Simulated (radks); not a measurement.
Neutral zinc inside a hard spherical wall (all orbitals vanish at R), configuration held at [Ar] 3d10 4s2 and not refilled when levels cross. Method: non-relativistic Kohn-Sham, LDA (Slater exchange, VWN5 correlation), spin-polarised, spherical densities, point nucleus; computed with a radial shooting solver on a logarithmic mesh with Libxc functionals. Eigenvalues in eV for spin up, with the zero of energy where the potential of the charges vanishes at infinity; a dash marks a level that is unbound or too diffuse for the functional's potential to be trusted. A positive occupied level is held by the wall or, in an anion where self-interaction has pushed it up, behind a barrier. The pressure on the wall is -dE/dV.

R (bohr)	E (hartree)	kinetic (hartree)	e(3s)	e(3p)	e(3d)	e(4s)	e(4p, empty)	e(5s, empty)	pressure (GPa)
free	-1776.57385	1774.694	-124.44	-82.243	-10.856	-6.061	-1.274	-0.017	0
15	-1776.57385	1774.694	-124.44	-82.243	-10.856	-6.061	-1.271	0.328	< 0.0001
10	-1776.57374	1774.695	-124.43	-82.231	-10.844	-6.051	-1.191	1.504	0.00328
8	-1776.57243	1774.706	-124.34	-82.143	-10.757	-5.973	-0.929	3.430	0.0663
7	-1776.56880	1774.732	-124.17	-81.971	-10.589	-5.811	-0.548	5.547	0.304
6	-1776.55614	1774.807	-123.75	-81.549	-10.177	-5.379	0.289	9.492	1.44
5	-1776.51132	1775.026	-122.74	-80.548	-9.205	-4.219	2.210	17.435	7.48
3	-1775.56435	1778.500	-113.36	-71.265	-0.137	10.713	21.901	84.132	420
2.5	-1774.21197	1783.022	-105.18	-63.205	8.126	27.520	41.803	143.03	1610
1.5	-1754.85303	1843.293	-46.306	-2.787	75.339	203.37	226.25	597.82	62800
